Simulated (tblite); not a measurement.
Species: C₇H₅FS (charge +1 and doublet state).
Atom-mapped SMILES: `[CH:1]#[C:2][C:3]#[C:4][C:5]1([F:6])[CH2:7][S+:8][CH2:9]1` (hydrogens: H10 on C1; H11, H12 on C7; H13, H14 on C9)

Level: GFN2-xTB in tblite, geometry and Hessian alike; calculated harmonic values, unscaled, isolated species. Errors from tens to a few hundred cm⁻¹ against measured bands are possible. Open shells enter through the occupations alone, without spin polarisation, and single modes of such species can be off by tens of per cent.

Harmonic wavenumbers (cm⁻¹): 45.6, 77.8, 100.3, 174.0, 191.2, 333.4, 334.0, 395.4, 404.5, 411.6, 457.4, 515.3, 649.3, 656.8, 664.9, 694.1, 744.8, 779.6, 836.9, 903.0, 948.1, 995.0, 1049.9, 1081.1, 1158.2, 1171.0, 1272.4, 1359.5, 1367.2, 2152.3, 2280.3, 2975.4, 2976.8, 2995.9, 2997.4, 3350.7.

A = 3117, B = 660.2, C = 601.7 MHz; mass 140.010 u (most abundant isotopes); point group Cs, symmetry number 1; spin multiplicity 2.

Task: What is the zero-point energy?

Result: Half the sum of the wavenumbers: 19751 cm⁻¹ = 56.47 kcal/mol.

Task: Entropy at 298.15 K, 1 bar (ideal gas, RRHO, classical rotation)?

Result: Translation 40.75, rotation 29.94, vibration 26.45, spin (R ln 2) 1.38: S = 98.5 cal/(mol K).

Task: And Cp and H(298.15 K) − H(0)?

Result: Cp = 36.14 cal/(mol K), of which vibrations give 28.20 (their classical limit is 36 R = 71.5); H(298.15 K) − H(0) = 6.57 kcal/mol without the zero-point energy, 4.20 from vibrations.

Task: Which modes carry the vibrational entropy at 298.15 K?

Result: 45.6 cm⁻¹: 5.00; 77.8 cm⁻¹: 3.95; 100.3 cm⁻¹: 3.45; 174.0 cm⁻¹: 2.39; 191.2 cm⁻¹: 2.22; 333.4 cm⁻¹: 1.24 cal/(mol K); the other 30 give 8.20 together.

Task: What must be added to the electronic energy to get the Gibbs energy at 298.15 K and 1 bar?

Result: ZPE + [H(298.15 K) − H(0)] − T·S = 56.47 + 6.57 − 29.37 = 33.67 kcal/mol.

Hindered rotation and anharmonicity are outside this model.

The run took 0.44 s wall on Arm Neoverse V2, one thread, on a shared host. This covers the Hessian and the dipole derivatives.
